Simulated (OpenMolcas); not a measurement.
# Be+: input and output

Input:

```
&GATEWAY
Coord
1

Be 0.0 0.0 0.0
Basis=ANO-RCC-MB
Group=XYZ
NoMove
AngMom=0.0 0.0 0.0
AMFI
&SEWARD
&RASSCF
FileOrb=start.orb
Symmetry=1
Spin=2
nActEl=1 0 0
Inactive=1 0
Ras2=1 3
CIRoot=1 1 1
SDav=1
CIMx=300
Iter=120 100
PrWF=0.3
OrbListing=Nothing
MaxOrb=0
Atom
>>> COPY $Project.JobIph JOB001
&RASSCF
FileOrb=start.orb
Symmetry=2
Spin=2
nActEl=1 0 0
Inactive=1 0
Ras2=1 3
CIRoot=3 3 1
SDav=3
CIMx=300
Iter=120 100
PrWF=0.3
OrbListing=Nothing
MaxOrb=0
Atom
>>> COPY $Project.JobIph JOB002
&RASSI
NrOfJobIphs=2 1 3
1
1 2 3
IphNames
JOB001
JOB002
EJob
SpinOrbit
DIPRint=1.0
SOCoupling=1000.0
Subsets=2
MEES
Property=10
'ANGMOM' 1 'ANGMOM' 2 'ANGMOM' 3 'MLTPL  1' 1 'MLTPL  1' 2 'MLTPL  1' 3
'AMFI' 1 'AMFI' 2 'AMFI' 3 'MLTPL  2' 6
SOProperty=3
'ANGMOM' 1 'ANGMOM' 2 'ANGMOM' 3
```

A driver script runs the steps one by one and writes start.orb anew before each from the orbitals found so far.

Output, cut to the results:

```
--- SEWARD ---
Basis set label: BE.ANO-RCC...2S1P.

      Electronic valence basis set:
      ------------------
      Associated Effective Charge   4.000000 au
      Associated Actual Charge      4.000000 au
      Nuclear Model: Point charge

      Shell  nPrim  nBasis  Cartesian Spherical Contaminant
         s      14       2        X
         p       9       1        X
                  Relativistic Douglas-Kroll-Hess integrals:
                    - DKH order of Hamiltonian: 2
                    - DKH order of Properties : 0
                  Atomic mean-field integrals
--- RASSCF ---
Wave function specifications:
      -----------------------------

      Number of closed shell electrons           2
      Number of electrons in active shells       1
      Max number of holes in RAS1 space          0
      Max nr of electrons in RAS3 space          0
      Number of inactive orbitals                1
      Number of active orbitals                  4
      Number of secondary orbitals               0
      Spin quantum number                      0.5
      State symmetry                             1
Orbital specifications:
      -----------------------

      Symmetry species                           1   2
                                                ag  au
      Frozen orbitals                            0   0
      Inactive orbitals                          1   0
      Active orbitals                            1   3
      RAS1 orbitals                              0   0
      RAS2 orbitals                              1   3
      RAS3 orbitals                              0   0
      Secondary orbitals                         0   0
      Deleted orbitals                           0   0
      Number of basis functions                  2   3
      Number of CSFs                             1
      Number of root(s) required                 1
      Iter CI   SX   CI       RASSCF       Energy    max ROT     max BLB   max BLB  Level Ln srch  Step   QN
          iter iter root      energy       change     param      element    value   shift minimum  type update
 Nr of preliminary CI iterations:   1
 ###############################################################################
 ###############################################################################
 ###                                                                         ###
 ###                                                                         ###
 ###    WARNING: Problems in orbital optimization.                           ###
 ###                                                                         ###
 ###                                                                         ###
 ###############################################################################
 ###############################################################################
  Warning: In symmetry  2, orbital p=   1 has diagonal density matrix element D(p,p) close to zero. D(p,p)=  0.000000E+00
  Warning: In symmetry  2, orbital p=   2 has diagonal density matrix element D(p,p) close to zero. D(p,p)=  0.000000E+00
        ...
  Warning: In symmetry  2, orbital p=   1 has diagonal density matrix element D(p,p) close to zero. D(p,p)=  0.000000E+00
  Warning: In symmetry  2, orbital p=   2 has diagonal density matrix element D(p,p) close to zero. D(p,p)=  0.000000E+00
  Warning: In symmetry  2, orbital p=   3 has diagonal density matrix element D(p,p) close to zero. D(p,p)=  0.000000E+00
        4   1    1    1   -14.27236171   -5.33E-15   0.00E+00    1   2 1 -1.05E-08   0.00   0.00    SX    NO
      Convergence after  4 iterations
        5   1    1    1   -14.27236171    5.33E-15   0.00E+00    1   2 1 -1.05E-08   0.00   0.00    SX    NO
      Natural orbitals and occupation numbers for root  1
      sym 1:   1.000000
      sym 2:   0.000000   0.000000   0.000000
::    RASSCF root number  1 Total energy:    -14.27236171
--- RASSCF ---
Wave function specifications:
      -----------------------------

      Number of closed shell electrons           2
      Number of electrons in active shells       1
      Max number of holes in RAS1 space          0
      Max nr of electrons in RAS3 space          0
      Number of inactive orbitals                1
      Number of active orbitals                  4
      Number of secondary orbitals               0
      Spin quantum number                      0.5
      State symmetry                             2
...
--- RASSI ---
SPIN-FREE ENERGIES:
  (Shifted by EMIN (a.u.) =        -14.2723617119)

 SF State       Relative EMIN(au)   Rel lowest level(eV)    D:o, cm**(-1)      L_eff

     1             0.0000000000        0.0000000000              0.0000         0.0
     2             0.1464802170        3.9859297624          32148.6916         1.0
     3             0.1464802170        3.9859297624          32148.6916         1.0
     4             0.1464802170        3.9859297624          32148.6916         1.0
     Dipole printing threshold changed to   1.00000000E+00

++ Dipole transition strengths (spin-free states):
   -----------------------------------------------
     for osc. strength at least  1.00000000E+00

  ( Max oscillator strength is only   0.21854061817864834      )
--
Eigenvalues of complex Hamiltonian:
   -----------------------------------
  (Shifted by EMIN (a.u.) =        -14.2723617119)

 SO State       Relative EMIN(au)   Rel lowest level(eV)    D:o, cm**(-1)     J-value

     1             0.0000000000        0.0000000000              0.0000         0.4
     2             0.0000000000        0.0000000000              0.0000         0.4
     3             0.1464703575        3.9856614704          32146.5277         0.4
     4             0.1464703575        3.9856614704          32146.5277         0.4
     5             0.1464851468        3.9860639084          32149.7736         1.4
     6             0.1464851468        3.9860639084          32149.7736         1.4
     7             0.1464851468        3.9860639084          32149.7736         0.8
     8             0.1464851468        3.9860639084          32149.7736         0.8
Weights of the five most important spin-orbit-free states for each spin-orbit state.

 SO State  Total energy (au)           Spin-free states, spin, and weights
 -------------------------------------------------------------------------------------------------------
...
```

The J values that RASSI prints are effective ones from its own formula and need not be integers or half-integers; the table below assigns J from the states.

Levels above the lowest, from the spin-orbit matrix, grouped by J:

```csv
Configuration,Term,J,E (cm⁻¹),Measured (cm⁻¹),g,Term weight %
2s,²S,1/2,0.0,0.0,2.002,100
2p,²P°,1/2,32147,31929,0.666,100
2p,²P°,3/2,32150,31935,1.334,100
```

Against the 2 measured excited levels shown (NIST Handbook of Basic Atomic Spectroscopic Data) the mean absolute deviation is 220 cm-1; the largest miss in energy is 2p ²P°_1/2: computed 32147, measured 31929 cm⁻¹ (+0.7 %).

ANO sets are built for ground and valence states and can reach diffuse excited orbitals poorly. With one active electron the reference holds no correlation, so core polarisation is missing. Measured partners are found by configuration, term and J. A level has none where our copy of the source lacks it or the pairing is in doubt (some pairs that miss far off the trend of their configuration count as doubtful), and it then counts in no deviation. Levels of configurations outside the active space are missing.

The term weight is that of the spin-free term in the level, not the purity of its configuration. ° marks odd parity.
